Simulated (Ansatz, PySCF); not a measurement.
The pair A = C2H4 (SMILES C=C) (first 6 atoms), B = C3H8 (SMILES CCC); geometry from B3LYP-D3(BJ)/def2-TZVP.
(charge 0, multiplicity 1):
```xyz
17

C      0.6473    -0.3392     0.2789
C     -0.5402     0.2366     0.1678
H      1.4945     0.1819     0.7076
H      0.8201    -1.3562    -0.0516
H     -1.3892    -0.2846    -0.2576
H     -0.7131     1.2534     0.4994
C     -1.1920    -0.5101     3.9632
C      0.3325    -0.4576     3.9872
C      0.8734     0.9658     3.8881
H     -1.5595    -1.5346     4.0494
H     -1.6184     0.0685     4.7868
H     -1.5784    -0.0954     3.0295
H      0.7258    -1.0535     3.1592
H      0.7015    -0.9246     4.9054
H      1.9652     0.9831     3.8958
H      0.5376     1.4464     2.9663
H      0.5246     1.5777     4.7239
```

The values were computed with Ansatz (Gaussian basis) for Hartree–Fock, density functionals and correlated methods; PySCF for the dispersion terms. Each number belongs to the level named beside it.

The monomers are drawn apart, rigid, along the line of their centres of mass. Counterpoise-corrected interaction energies (kcal/mol):

```json
[
 {"level": "PBE/def2-TZVPPD", "R = 4.910 Å": "-0.2261", "R = 6.097 Å": "-0.0447"},
 {"level": "PBE-D3(BJ)/def2-TZVPPD", "R = 4.910 Å": "-0.6732", "R = 6.097 Å": "-0.1731"},
 {"level": "wB97M-V/def2-TZVPPD", "R = 4.910 Å": "-0.5132", "R = 6.097 Å": "-0.1556"}
]
```

Problem. R is the distance of the centres of mass. Find the local exponent m of E ∝ R⁻ᵐ between the two points.

Solution. 
m = ln(E₁/E₂)/ln(R₂/R₁): PBE/def2-TZVPPD 7.5; PBE-D3(BJ)/def2-TZVPPD 6.3; wB97M-V/def2-TZVPPD 5.5. For scale, two fixed dipoles give m = 3, dipole and quadrupole 4, quadrupoles 5, and dispersion or dipole-induced dipole 6 at long range; at these distances several terms mix, and what is left of overlap and damping shifts m, so it need not match one of them.

Ansatz is a first-principles code.
